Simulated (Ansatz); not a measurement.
Z-matrix (Å, degrees):
```
C
C 1 1.492
H 1 1.089 2 111.1
H 1 1.095 2 109.3 3 121.9
H 1 1.095 2 109.3 3 -121.9
O 2 1.201 1 124.7 3 0.1
H 2 1.113 1 115.3 3 -179.9
Zn 6 3.206 2 102.6 1 -180.0
```

Total charge 0; spin multiplicity 1. The bonds changed during the relaxation, so this is another structure than the one it started from.

(1) List the r2SCAN/def2-TZVPP orbital energies in eV (Ansatz). (Best estimate.)

Results:

(1) Computed: Occupied: -9433.75, -1143.04, -1005.63, -1005.63, -1005.63, -515.98, -275.76, -273.53, -128.92, -84.67, -84.67, -84.67, -27.94, -19.92, -15.15, -12.45, -11.62, -11.28, -10.52, -10.52, -10.51, -10.51, -10.50, -10.23, -9.54, -6.47, -5.58. Lowest empty: -1.79, -0.61, -0.54, -0.13, 1.59, 2.55, 2.92, 3.00.
